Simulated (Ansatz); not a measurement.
`C[Si](C)(C)C#Cc1ccc(-c2ccc(-c3ccc(C#C[Si](C)(C)C)s3)s2)s1`, relaxed as a singlet with RKS PBE-D4/def2-SVP in Ansatz, starting from the GFN2-xTB geometry. Force threshold 0.03 eV/Å.

Single mean-field runs in def2-SVP are fitted with def2-universal-jkfit.

Start:

Cartesian coordinates in Å:
```
C 8.467 5.072 -1.742
Si 7.685 5.529 -0.065
C 8.754 4.906 1.385
C 7.417 7.412 0.063
C 6.026 4.701 0.040
C 4.935 4.176 0.114
C 3.675 3.587 0.207
C 2.499 4.191 0.580
C 1.405 3.321 0.575
C 1.727 2.039 0.194
C 0.866 0.913 0.079
C 1.184 -0.367 -0.309
C 0.089 -1.235 -0.318
C -1.089 -0.636 0.064
C -2.383 -1.218 0.165
C -3.556 -0.614 0.558
C -4.656 -1.476 0.547
C -4.341 -2.752 0.145
C -5.205 -3.839 0.026
C -5.965 -4.778 -0.074
Si -7.152 -6.199 -0.222
C -6.243 -7.637 -1.080
C -8.645 -5.620 -1.256
C -7.719 -6.687 1.532
S -2.644 -2.894 -0.230
S -0.833 1.046 0.445
S 3.426 1.901 -0.166
H 9.448 5.524 -1.860
H 8.586 3.997 -1.840
H 7.847 5.408 -2.567
H 8.875 3.828 1.351
H 9.746 5.350 1.368
H 8.301 5.153 2.340
H 8.358 7.952 0.005
H 6.781 7.774 -0.739
H 6.942 7.678 1.003
H 2.447 5.231 0.850
H 0.403 3.612 0.839
H 2.184 -0.657 -0.578
H 0.146 -2.274 -0.595
H -3.604 0.422 0.843
H -5.655 -1.189 0.823
H -6.887 -8.504 -1.195
H -5.372 -7.947 -0.510
H -5.899 -7.349 -2.068
H -9.149 -4.783 -0.782
H -9.375 -6.415 -1.381
H -8.339 -5.296 -2.246
H -8.410 -7.525 1.509
H -8.222 -5.859 2.023
H -6.876 -6.972 2.154
```

```json
{"step": "1", "energy (eV)": "-71383.6095", "largest force component (eV/Å)": "2.706", "SCF passes": "24"}
{"step": "2", "energy (eV)": "-71384.0307", "largest force component (eV/Å)": "0.298", "SCF passes": "22"}
{"step": "3", "energy (eV)": "-71384.0640", "largest force component (eV/Å)": "0.097", "SCF passes": "23"}
{"step": "4", "energy (eV)": "-71384.0650", "largest force component (eV/Å)": "0.093", "SCF passes": "23"}
{"step": "5", "energy (eV)": "-71384.0659", "largest force component (eV/Å)": "0.040", "SCF passes": "23"}
{"step": "6", "energy (eV)": "-71384.0661", "largest force component (eV/Å)": "0.011", "SCF passes": "15"}
```

Force components are those of the run's own axes.

End:

Cartesian coordinates in Å:
```
C 8.539 5.103 -1.728
Si 7.760 5.566 -0.069
C 8.832 4.943 1.358
C 7.516 7.436 0.054
C 6.097 4.766 0.045
C 4.974 4.250 0.129
C 3.697 3.671 0.227
C 2.489 4.269 0.605
C 1.395 3.377 0.591
C 1.735 2.078 0.201
C 0.882 0.923 0.073
C 1.203 -0.379 -0.320
C 0.095 -1.256 -0.328
C -1.102 -0.647 0.060
C -2.423 -1.213 0.172
C -3.609 -0.590 0.573
C -4.729 -1.450 0.566
C -4.426 -2.754 0.160
C -5.284 -3.860 0.035
C -6.045 -4.832 -0.073
Si -7.208 -6.260 -0.226
C -6.296 -7.682 -1.073
C -8.693 -5.711 -1.260
C -7.769 -6.770 1.506
S -2.714 -2.893 -0.217
S -0.829 1.043 0.437
S 3.445 1.972 -0.151
H 9.542 5.568 -1.829
H 8.660 4.004 -1.818
H 7.911 5.449 -2.573
H 8.958 3.843 1.311
H 9.840 5.408 1.320
H 8.375 5.193 2.337
H 8.491 7.961 -0.008
H 6.871 7.808 -0.769
H 7.037 7.712 1.015
H 2.428 5.329 0.882
H 0.368 3.664 0.857
H 2.224 -0.678 -0.595
H 0.154 -2.316 -0.609
H -3.651 0.469 0.863
H -5.747 -1.151 0.848
H -6.965 -8.561 -1.184
H -5.411 -7.995 -0.484
H -5.947 -7.386 -2.083
H -9.215 -4.857 -0.782
H -9.420 -6.542 -1.371
H -8.375 -5.392 -2.274
H -8.475 -7.625 1.452
H -8.282 -5.932 2.020
H -6.904 -7.075 2.130
```

By distances, no bond broke or formed. The bond that changes most is C19–C20, from 1.21 to 1.24 Å (atoms count from 1).

No frequencies were taken in this run, so the end may be a saddle point.

It took 25 s on 2 threads of AMD EPYC 7R13 on a shared host and a share (18 GiB) of an NVIDIA H100 80GB HBM3, peak host memory 1.1 GiB.
